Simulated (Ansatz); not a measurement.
Start from `CC[SiH](O)[SiH3]` and change one atom or group to get `B[SiH](O)[SiH3]`.

Ansatz, PBE0-D4/def2-TZVP geometries, multiplicity 1. Each molecule was computed in one conformer, which needn't be the lowest.

```tsv
property	`CC[SiH](O)[SiH3]`
HOMO–LUMO gap (PBE/def2-TZVPP) / eV	5.50
HOMO energy (ωB97M-V/def2-TZVPP) / eV	-9.74
size of the dipole moment (PBE/def2-TZVPP) / D	1.81
size of the dipole moment (ωB97M-V/def2-TZVPP) / D	1.81
LUMO energy (B3LYP/def2-TZVPP) / eV	-0.32
HOMO energy (PBE/def2-TZVPP) / eV	-6.46
```

Give the same properties after the change, and the shifts. (An estimate is asked.)

Ansatz gave: 
| property | `B[SiH](O)[SiH3]` | shift |
| --- | --- | --- |
| HOMO–LUMO gap (PBE/def2-TZVPP) / eV | 3.04 | -2.46 |
| HOMO energy (ωB97M-V/def2-TZVPP) / eV | -9.58 | 0.16 |
| size of the dipole moment (PBE/def2-TZVPP) / D | 1.13 | -0.68 |
| size of the dipole moment (ωB97M-V/def2-TZVPP) / D | 0.95 | -0.86 |
| LUMO energy (B3LYP/def2-TZVPP) / eV | -2.65 | -2.33 |
| HOMO energy (PBE/def2-TZVPP) / eV | -6.45 | 0.01 |

With PBE0 the HOMO rises by 0.10 eV and the LUMO falls by 2.37 eV, so the gap narrows by about 2.47 eV. PBE moves the HOMO by 0.01 eV and ωB97M-V by 0.16 eV. Dipoles are sizes alone; their direction can turn.

B3LYP here is the variant with VWN-RPA as its local correlation; programs differ in this.
